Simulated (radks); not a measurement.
Spherical quantum dot in the effective-mass picture: electrons in a hard-walled sphere of radius 3.62, all in effective atomic units (hartree* = m*/eps^2 hartree, bohr* = eps/m* bohr), one dielectric constant everywhere. Method: non-relativistic Kohn-Sham, exchange-only LDA, spin-polarised, spherical densities; computed with a radial shooting solver with Libxc functionals. Levels are named by radial order and angular momentum (1s, 1p, 1d, 2s, ...), and open shells are averaged over m. Results are scaled to m* = 0.132 and eps = 8.2, for which hartree* = 53.42 meV and bohr* = 3.287 nm.

N = 18, configuration 1s2 1p6 1d10. This is the lowest configuration that the search found. Occupied and some empty levels:

level,occupation,eigenvalue (meV),<r> (nm)
1s,2,363.76,7.784
1p,6,375.26,8.173
1d,10,394.48,8.481
1f,0,420.40,8.731
2s,0,432.76,5.370
2p,0,468.98,6.239

Energy (meV): total 3896.31, kinetic 1106.0, external 0, Hartree 3146.1, exchange-correlation -355.75.

Electron density:

r (nm),n(r) (e/nm^3)
0.338,0.0002354
0.931,0.0002636
1.52,0.0003238
2.12,0.0004266
2.71,0.0005867
3.30,0.0008222
3.89,0.001150
4.48,0.001584
5.08,0.002130
5.67,0.002777
6.26,0.003477
6.85,0.004157
7.45,0.004700
8.04,0.004959
8.63,0.004799
9.22,0.004143
9.82,0.003066
10.4,0.001802
11.0,0.0007006
11.6,0.00008237
